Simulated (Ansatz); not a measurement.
One change: `[O]=[Nb]([OH])([OH])[OH]` becomes `[NH2][Nb](=[O])([OH])[OH]`.

Ansatz, PBE0-D4/def2-TZVP geometries, multiplicity 1. Each molecule was computed in one conformer, which needn't be the lowest.

Elements past krypton have def2 core potentials.

```
                                        property  `[O]=[Nb]([OH])([OH])[OH]`
              LUMO energy (PBE0/def2-TZVPP) / eV                       -0.70
            HOMO–LUMO gap (PBE0/def2-TZVPP) / eV                        8.62
           HOMO–LUMO gap (B3LYP/def2-TZVPP) / eV                        8.09
size of the dipole moment (B3LYP/def2-TZVPP) / D                        0.43
  size of the dipole moment (PBE/def2-TZVPP) / D                        0.44
         HOMO–LUMO gap (ωB97M-V/def2-TZVPP) / eV                       12.47
```

(1) Give the same properties after the change, and the shifts. (Best estimate.)

Results:

(1) Computed: 
```tsv
property	`[NH2][Nb](=[O])([OH])[OH]`	shift
LUMO energy (PBE0/def2-TZVPP) / eV	-0.75	-0.05
HOMO–LUMO gap (PBE0/def2-TZVPP) / eV	7.31	-1.31
HOMO–LUMO gap (B3LYP/def2-TZVPP) / eV	6.80	-1.29
size of the dipole moment (B3LYP/def2-TZVPP) / D	5.48	5.05
size of the dipole moment (PBE/def2-TZVPP) / D	5.28	4.84
HOMO–LUMO gap (ωB97M-V/def2-TZVPP) / eV	10.85	-1.62
```

With PBE0 the HOMO rises by 1.26 eV and the LUMO falls by 0.05 eV, so the gap narrows by about 1.31 eV. PBE moves the HOMO by 1.00 eV and ωB97M-V by 1.34 eV. Dipoles are sizes alone; their direction can turn.

B3LYP here is the variant with VWN-RPA as its local correlation; programs differ in this.
